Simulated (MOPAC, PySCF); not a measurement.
C2H4S2, SMILES `CSC=S` (C–S–C–S torsion 180°), neutral singlet in the gas phase. 

Cartesian coordinates (Å):
```xyz
8

C     -1.1315    -0.3246    -0.4448
S     -0.0666    -0.5099     1.0178
C      1.3444     0.3721     0.5575
S      2.6673     0.5571     1.4932
H     -0.6575    -0.7659    -1.3298
H     -1.3712     0.7310    -0.6206
H     -2.0565    -0.8707    -0.2231
H      1.2716     0.8108    -0.4503
```
Charge 0, multiplicity 1.

All levels are single points at this geometry (PBE-D3(BJ)/def2-TZVP); Pople sets use spherical d functions. Orbital energies aren't observables, and empty levels follow the basis.

AM1 in MOPAC gives HOMO (eV) = -8.68.

### Question
Estimate the HOMO (eV) from each of these levels: PBE-D3(BJ)/def2-TZVP in PySCF; B3LYP/3-21G in PySCF; B3LYP/6-311+G** in PySCF; B3LYP/LANL2DZ in PySCF; M06-2X/6-31G* in PySCF; HF/3-21G in PySCF; HF/6-31G* in PySCF; HF/STO-3G in PySCF.

### Answer

```
level                          HOMO (eV)
-----------------------------  ---------
PBE-D3(BJ)/def2-TZVP in PySCF      -5.26
B3LYP/3-21G in PySCF               -6.19
B3LYP/6-311+G** in PySCF           -6.33
B3LYP/LANL2DZ in PySCF             -6.23
M06-2X/6-31G* in PySCF             -7.61
HF/3-21G in PySCF                  -9.39
HF/6-31G* in PySCF                 -9.28
HF/STO-3G in PySCF                 -5.98
```
